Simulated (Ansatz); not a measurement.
```xyz
21

C    -2.1745    1.6116    0.0883
C    -1.0355    1.0128   -0.7304
C    -1.4877    0.6832   -2.1492
Ga   -0.3256   -0.6002    0.1569
Br   -1.7795   -2.3751    0.4655
N     1.3499   -0.9033    0.7834
C     1.7856   -2.1183    1.4214
C     2.3896    0.0887    0.6785
H    -2.5835    2.4954   -0.4149
H    -1.8541    1.9211    1.0866
H    -2.9946    0.8983    0.2102
H    -0.2126    1.7346   -0.7774
H    -2.2709   -0.0802   -2.1500
H    -1.9015    1.5745   -2.6352
H    -0.6691    0.3184   -2.7750
H     2.6127   -2.5858    0.8680
H     2.1435   -1.9266    2.4432
H     0.9683   -2.8383    1.4793
H     2.7745    0.3762    1.6676
H     2.0217    0.9946    0.1906
H     3.2435   -0.2815    0.0928
```

Charge 0, multiplicity 1.

**Question.** List the PBE/def2-TZVPP orbital energies in eV (the Gaussian-basis code of Ansatz). (Best estimate.)

**Answer.** Ansatz gave: Occupied: -13088.23, -10093.54, -1681.36, -1515.72, -1515.67, -1515.66, -1233.44, -1093.15, -1093.07, -1093.02, -380.58, -269.61, -269.37, -269.29, -268.83, -268.82, -228.14, -170.28, -170.12, -170.10, -143.26, -97.85, -97.69, -97.54, -66.95, -66.91, -66.89, -66.78, -66.78, -22.50, -20.06, -20.02, -19.83, -19.74, -19.74, -19.28, -18.27, -17.51, -16.98, -15.03, -14.22, -12.02, -11.30, -11.09, -11.06, -10.84, -9.95, -9.44, -9.37, -9.35, -9.00, -8.41, -8.30, -7.85, -6.91, -6.86, -6.38, -5.22. Lowest empty: -1.18, -0.92, 0.27, 0.68, 0.87, 1.41, 1.73, 1.88.
